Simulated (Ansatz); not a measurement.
Start from `O[SiH2][AlH][SiH3]` and change one element to get `O[SiH2][GaH][SiH3]`.

Ansatz, PBE0-D4/def2-TZVP geometries, multiplicity 1. Each molecule was computed in one conformer, which needn't be the lowest.

Scalar relativity is left out up to krypton.

```
                                        property  `O[SiH2][AlH][SiH3]`
              HOMO energy (PBE0/def2-TZVPP) / eV                 -7.05
         HOMO–LUMO gap (ωB97M-V/def2-TZVPP) / eV                  8.18
               LUMO energy (PBE/def2-TZVPP) / eV                 -3.18
size of the dipole moment (B3LYP/def2-TZVPP) / D                  1.09
  size of the dipole moment (PBE/def2-TZVPP) / D                  0.99
           HOMO energy (ωB97M-V/def2-TZVPP) / eV                 -8.98
```

Task: Give the same properties after the change, and the shifts. (An estimate is asked.)

Result: The calculation gave: 
| property | `O[SiH2][GaH][SiH3]` | shift |
| --- | --- | --- |
| HOMO energy (PBE0/def2-TZVPP) / eV | -7.05 | 0.00 |
| HOMO–LUMO gap (ωB97M-V/def2-TZVPP) / eV | 8.28 | 0.10 |
| LUMO energy (PBE/def2-TZVPP) / eV | -3.21 | -0.03 |
| size of the dipole moment (B3LYP/def2-TZVPP) / D | 1.00 | -0.09 |
| size of the dipole moment (PBE/def2-TZVPP) / D | 0.92 | -0.07 |
| HOMO energy (ωB97M-V/def2-TZVPP) / eV | -9.00 | -0.02 |

Dipoles are sizes alone; their direction can turn.

B3LYP here is the variant with VWN-RPA as its local correlation; programs differ in this.
